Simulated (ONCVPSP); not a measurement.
Potentials for carbon (C) compared

Generated with ld1.x 7.5 (TM, RRKJ, ultrasoft, PAW), atompaw 4.2 or ONCVPSP 4.0.1. The cutoff is in Ry: for ld1.x and atompaw files where the sum of valence levels is converged to 10 mRy in a Bessel basis, for ONCV files where the hardest occupied wave has 1 mHa per electron of residual kinetic energy. The error is the largest all-electron minus pseudo excitation energy over each file’s own four to seven test configurations (ionisations up to +4, promotions, holes and added fractions of an electron), all of which were solved. The labels leave out finer settings (local radius, basis sizes, second energies), which also bear on the numbers. Spin-polarised tests are not counted. The rows are a selection from randomly drawn settings: files with unsolved tests, undetermined cutoffs or missed reference levels are left out.

A true bound ghost makes a file unfit for plane-wave use even where its test errors are small: the radial tests pick states by their node count and pass the ghost by.

```csv
potential,cutoff (Ry),largest error (meV),bound ghosts
"ONCV, PBE, scalar-relativistic, rc 1.00/2.55 (sp), local smoothed, core correction yes, reference 2s2 2p2, qcut 5.5/6.8, projectors 2/2",63,+844,none
"ONCV, PBEsol, scalar-relativistic, rc 1.10/1.70 (sp), local smoothed, core correction yes, reference 2s2 2p2, qcut 7.3/8.5, projectors 1/2",41,+202,none
"ONCV, PBE, scalar-relativistic, rc 0.95/1.80 (sp), local smoothed, core correction no, reference 2s2 2p1.5, qcut 8.2/6.3, projectors 2/2",42,+163,none
"ONCV, PBE, scalar-relativistic, rc 0.85/0.90 (sp), local smoothed, core correction yes, reference 2s2, qcut 7.5/7.9, projectors 2/2",69,+69,s
"ONCV, PBE, scalar-relativistic, rc 0.85/2.65 (sp), local smoothed, core correction no, reference 2s2 2p2, qcut 8.4/5.5, projectors 2/2",39,+1469,none
"ONCV, revPBE, scalar-relativistic, rc 1.30/1.80 (sp), local smoothed, core correction yes, reference 2s1.5 2p2.5, qcut 6/6.7, projectors 2/1",37,+471,none
"ONCV, LDA (Perdew-Wang 92), scalar-relativistic, rc 1.25/3.15/3.35 (spd), local s, core correction yes, reference 2s2 2p2, qcut 4.7/3.4/2.7, projectors 0/1/3",81,+4000,none
```

**Question.** Fill in the row for C: ONCV, PBE, non-relativistic, rc 1.00/2.80 (sp), local smoothed, core correction no, reference 2s1 2p3, qcut 7.6/4.7, projectors 2/2.

**Answer.** cutoff 42 Ry, largest error +1540 meV, bound ghosts: none.
